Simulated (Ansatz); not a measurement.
C₂H₅AlCl₂ (`C[CH2][Al]([Cl])[Cl]`). Total charge 0; spin multiplicity 1. The geometry is a stationary point of PBE0-D4/def2-TZVP. It is one conformer, not always the lowest.

```xyz
10

C    -0.921    0.617    0.802
C     0.494    0.377    0.281
Al    0.671   -0.967   -1.105
Cl   -0.981   -2.028   -1.829
Cl    2.530   -1.426   -1.947
H    -0.936    1.384    1.581
H    -1.354   -0.291    1.229
H    -1.595    0.944    0.008
H     0.927    1.304   -0.116
H     1.167    0.085    1.096
```

Question: What is the dipole moment at PBE/def2-TZVPP? (An estimate is asked.)

Answer: Ansatz gave: 2.10 D, with components (-0.25, 1.45, 1.50) D in this frame, pointing from negative to positive charge.

Question: And with r2SCAN, B3LYP, ωB97M-V? (Best estimate.)

Answer: Ansatz gave: r2SCAN 2.11 D, B3LYP 2.11 D, ωB97M-V 2.09 D.

Question: Give the Mulliken charges with PBE, B3LYP, r2SCAN in def2-TZVPP. (An estimate is asked.)

Answer: Computed: 
```
atom    PBE  B3LYP  r2SCAN
  C1  -0.24  -0.24   -0.12
  C2  -0.27  -0.28   -0.25
 Al3   0.52   0.58    0.62
 Cl4  -0.22  -0.25   -0.25
 Cl5  -0.22  -0.24   -0.25
  H6   0.08   0.08    0.04
  H7   0.09   0.08    0.05
  H8   0.09   0.08    0.05
  H9   0.09   0.09    0.06
 H10   0.09   0.09    0.06
```

B3LYP here is the variant with VWN-RPA as its local correlation; programs differ in this.
